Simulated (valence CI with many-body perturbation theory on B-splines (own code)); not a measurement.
Pt38+: key properties

Calculated by configuration interaction combined with many-body perturbation theory (CI+MBPT): four valence electrons over a frozen Dirac-Fock core [Kr], radial functions for each j: 7 s, 7 p, 8 d, 6 f, 4 g, 1 h, with the one-electron correlation potential Σ1 (screened to all orders), the two-electron term Σ2, the three-electron term Σ3, Breit, model QED; selected single and double excitations, second order for the rest, scaled by the run's own slope (own B-spline code, finite nucleus).

The last digits are not significant, and no measured levels were compared; by estimate large intervals hold to a few tenths of a per cent, small ones and those within an open d or f shell to about a per cent. The list stops below the first excitations out of the core.

Levels are named by their leading jj configuration (3d3/2^4 stands for four electrons in 3d with j = 3/2), which in mixed levels can hold well under half, so a name can repeat and another be missing.

Rates and lifetimes use the calculated energies. Strong lines usually hold to 10 to 20 %, long lifetimes can be off by a factor of two.

(1) What is the ground level?

(2) How well does LS coupling describe the low levels?

(3) Name the longest-lived excited levels whose lifetime is computed, and their main decay.

(4) What is the ionisation energy?

Results:

(1) (4d3/2^4) J=0, composition 59 % 4d4 3P + 28 % 4d4 5D + 13 % 4d4 1S.

(2) Among the lowest 20 levels the leading LS term, summed over configurations, holds 48 % on average. For single configurations the figures are 48 % in LS and 95 % in jj coupling. Terms mix most in the J = 4 level at 25.57 eV, where the leading one holds 28 %.

(3) (4d3/2^2 4d5/2^2) J=6 at 49.70 eV lives 38.6 ms, mostly by M1 to (4d3/2^2 4d5/2^2) J=5. The lifetime of (4d3/2^3 4d5/2) J=4 is too uncertain to give, and may be longer.

(4) 1764.9 eV; NIST lists 1763 ± 4 eV (theoretical).
